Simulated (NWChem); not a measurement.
# Basis-set convergence for CH5NSi

```xyz
8

Si     0.1228    -0.7075     0.0000
C     -1.4694     0.3845     0.0000
H     -2.0920     0.1251    -0.8849
H     -1.3039     1.4835     0.0000
H     -2.0920     0.1251     0.8849
N      1.3072     0.5615     0.0000
H      1.1237     1.5720     0.0000
H      2.3117     0.3619     0.0000
```
Charge 0, spin multiplicity 1.

Everything below was run with NWChem. Structure: optimised with PBE/def2-SVP, a minimum by its harmonic frequencies. It is one conformer; others weren't searched.

Quantity: vertical ionisation energy at the level ΔB3LYP (Δ: difference of total energies, the cation a doublet at the parent's geometry with its hole in an orbital of symmetry a' (Cs labels); it is the state that the SCF runs reached, from PBE0 orbitals for Hartree-Fock references, and need not be the lowest).

B3LYP has NWChem's definition, with VWN1-RPA local correlation. The structure started from a generated list of species. No SCF solution was tested for a lower state.

Relative cost: rough, from shared machines, SCF included, 3-21G = 1.

```json
[
 {"basis": "3-21G", "functions": "41", "vertical ionisation energy (eV)": "8.21", "relative cost": "1"},
 {"basis": "def2-SVPD", "functions": "104", "vertical ionisation energy (eV)": "8.38", "relative cost": "under 3"},
 {"basis": "def2-TZVP", "functions": "129", "vertical ionisation energy (eV)": "8.36", "relative cost": "5"},
 {"basis": "cc-pVTZ", "functions": "164", "vertical ionisation energy (eV)": "8.35", "relative cost": "8"},
 {"basis": "def2-TZVPP", "functions": "174", "vertical ionisation energy (eV)": "8.36", "relative cost": "9"}
]
```

Smallest basis within 0.05 eV of def2-TZVPP, the largest set run: def2-SVPD, with 104 functions against 174 and about 30 % of the time (also within reach: def2-TZVP, cc-pVTZ). def2-TZVPP isn't the basis-set limit itself, and a small set can land close by cancellation.
